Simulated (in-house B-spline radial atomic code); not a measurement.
The outermost shell (largest non-relativistic mean radius) with and without relativity; Dirac values are averaged over j. Computed with an all-electron radial atomic-structure program (B-spline basis): non-relativistic Hartree-Fock and Dirac-Hartree-Fock, averages of the configuration (point nuclei without relativity, finite nuclei with it).

```json
{"ion": "Ca", "configuration": "[Ar] 4s2", "outermost shell": "4s", "radius non-relativistic (bohr)": "4.2185", "radius Dirac (bohr)": "4.2021", "radius change (%)": "-0.38902", "level non-relativistic (eV)": "-5.321", "level Dirac (eV)": "-5.3419", "spin-orbit splitting (eV)": "-"}
{"ion": "Zn", "configuration": "[Ar] 3d10 4s2", "outermost shell": "?", "radius non-relativistic (bohr)": "?", "radius Dirac (bohr)": "?", "radius change (%)": "?", "level non-relativistic (eV)": "?", "level Dirac (eV)": "?", "spin-orbit splitting (eV)": "?"}
{"ion": "Kr", "configuration": "[Ar] 3d10 4s2 4p6", "outermost shell": "4p", "radius non-relativistic (bohr)": "1.9516", "radius Dirac (bohr)": "1.944", "radius change (%)": "-0.39106", "level non-relativistic (eV)": "-14.264", "level Dirac (eV)": "-14.243", "spin-orbit splitting (eV)": "0.73927"}
{"ion": "Nb", "configuration": "[Kr] 4d4 5s1", "outermost shell": "5s", "radius non-relativistic (bohr)": "4.2068", "radius Dirac (bohr)": "4.0509", "radius change (%)": "-3.7068", "level non-relativistic (eV)": "-5.306", "level Dirac (eV)": "-5.5929", "spin-orbit splitting (eV)": "-"}
{"ion": "Ru", "configuration": "[Kr] 4d7 5s1", "outermost shell": "?", "radius non-relativistic (bohr)": "?", "radius Dirac (bohr)": "?", "radius change (%)": "?", "level non-relativistic (eV)": "?", "level Dirac (eV)": "?", "spin-orbit splitting (eV)": "?"}
{"ion": "Ag", "configuration": "[Kr] 4d10 5s1", "outermost shell": "5s", "radius non-relativistic (bohr)": "3.6565", "radius Dirac (bohr)": "3.4512", "radius change (%)": "-5.6152", "level non-relativistic (eV)": "-5.986", "level Dirac (eV)": "-6.4533", "spin-orbit splitting (eV)": "-"}
{"ion": "Ba", "configuration": "[Xe] 6s2", "outermost shell": "6s", "radius non-relativistic (bohr)": "5.2568", "radius Dirac (bohr)": "5.0834", "radius change (%)": "-3.299", "level non-relativistic (eV)": "-4.287", "level Dirac (eV)": "-4.4402", "spin-orbit splitting (eV)": "-"}
{"ion": "Pb", "configuration": "[Xe] 4f14 5d10 6s2 6p2", "outermost shell": "6p", "radius non-relativistic (bohr)": "3.4569", "radius Dirac (bohr)": "3.3688", "radius change (%)": "-2.5496", "level non-relativistic (eV)": "-6.527", "level Dirac (eV)": "-6.4848", "spin-orbit splitting (eV)": "1.502"}
```

Question: Fill in the row of Zn.

Answer: outermost shell: 4s; radius non-relativistic (bohr): 2.8977; radius Dirac (bohr): 2.8484; radius change (%): -1.7031; level non-relativistic (eV): -7.960; level Dirac (eV): -8.1263.

Question: Fill in the row of Ru.

Answer: outermost shell: 5s; radius non-relativistic (bohr): 3.8772; radius Dirac (bohr): 3.6971; radius change (%): -4.6439; level non-relativistic (eV): -5.698; level Dirac (eV): -6.0737.

Question: Which member changes most?

Answer: Silver (Ag): its 5s shell contracts by 5.6 %.
